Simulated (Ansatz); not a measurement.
Isolated molecules relaxed with PBE0-D4/def2-TZVP in Ansatz; ΔE leaves out vibrations. CCSD(T)/CBS is the MP2 limit (def2-TZVPP, def2-QZVPP) plus CCSD(T) − MP2 in def2-TZVPP, frozen cores. This one scheme is used for every species. DFT in def2-TZVPP. B3LYP here is the variant with VWN-RPA as its local correlation; programs differ in this. HSE06 is defined as in plane-wave codes. For Ga outer-core shells are correlated without core-valence functions, which leaves a few kJ/mol of doubt a bond. Scalar relativity is left out up to krypton. Each species was taken in one conformer, which may not be the lowest.

Consider the ligand exchange at a Ga–O bond: `[OH][GaH][SH]` + CH₃OH → `C[O][GaH][SH]` + H₂O.

`[OH][GaH][SH]`:

Z-matrix (Å, degrees):
```
Ga
S 1 2.188
O 1 1.786 2 112.6
H 1 1.554 2 124.3 3 180.0
H 2 1.345 1 92.3 3 -0.0
H 3 0.959 1 114.2 2 179.9
```

CH₃OH:

Z-matrix (Å, degrees):
```
C
O 1 1.409
H 1 1.097 2 112.4
H 1 1.090 2 107.0 3 -118.5
H 1 1.097 2 112.4 3 123.0
H 2 0.959 1 108.5 3 -61.6
```

`C[O][GaH][SH]`:

Cartesian coordinates in Å:
```
C 0.134 -1.333 -0.118
O 1.077 -0.304 0.015
Ga 0.666 1.423 0.159
S -1.464 1.974 0.123
H -0.474 -1.228 -1.026
H 0.666 -2.286 -0.184
H -0.546 -1.390 0.742
H 1.822 2.441 0.299
H -1.882 0.703 -0.011
```

H₂O:

Cartesian coordinates in Å:
```
O 0.314 -0.156 0.170
H -0.141 -0.467 -0.616
H -0.173 0.623 0.446
```

```csv
level,ΔE (kJ/mol),difference from CCSD(T)/CBS
LDA (SPW92),0.2,0.7
PBE-D4,0.9,1.4
revPBE-D4,-0.9,-0.4
BLYP-D4,-1.1,-0.6
r2SCAN-D4,2.1,2.6
PBE0-D4,1.9,2.4
B3LYP-D4,0.2,0.7
r2SCANh-D4,2.4,2.9
r2SCAN0-D4,2.7,3.2
HSE06-D4,2.0,2.5
BHLYP-D4,1.2,1.7
CAM-B3LYP-D4,2.5,3.0
ωB97M-V,3.1,3.6
PBE-QIDH,3.2,3.7
PBE,5.1,5.6
revPBE,7.6,8.1
BLYP,7.3,7.8
r2SCAN,3.4,3.9
PBE0,5.7,6.2
B3LYP,7.0,7.5
r2SCANh,3.7,4.2
r2SCAN0,4.2,4.7
HSE06,5.7,6.2
CAM-B3LYP,6.6,7.1
LC-ωPBE,6.8,7.3
RPA@PBE/def2-TZVPP,1.6,2.1
HF/def2-SVP,8.2,8.7
MP2/def2-SVP,3.2,3.7
CCSD/def2-SVP,4.0,4.5
CCSD(T)/def2-SVP,2.8,3.3
HF/def2-TZVPP,9.5,10.0
MP2/def2-TZVPP,0.0,0.5
SCS-MP2/def2-TZVPP,2.2,2.7
CCSD/def2-TZVPP,2.3,2.8
HF/def2-QZVPP,9.1,9.6
MP2/def2-QZVPP,-0.8,-0.3
SCS-MP2/def2-QZVPP,1.6,2.1
HF/CBS(def2),9.1,9.6
MP2/CBS(def2),-1.1,-0.6
CCSD/CBS(def2),1.2,1.7
CCSD(T)/CBS,-0.5,0
```

Largest T1 diagnostic among the species: 0.014.

The D4 term adds −6.8 kJ/mol with B3LYP and −3.8 kJ/mol with PBE0; it sums over pairs of atoms, weighted by their polarisabilities, and B3LYP, whose exchange is more repulsive, gets the larger term. Leaving LDA and LC-ωPBE aside and taking each functional with its dispersion term where it has one, the values, not all of them listed here, spread over 5.4 kJ/mol, from BLYP-D4 to B2PLYP. LDA lies −5.0 kJ/mol from PBE without D4.
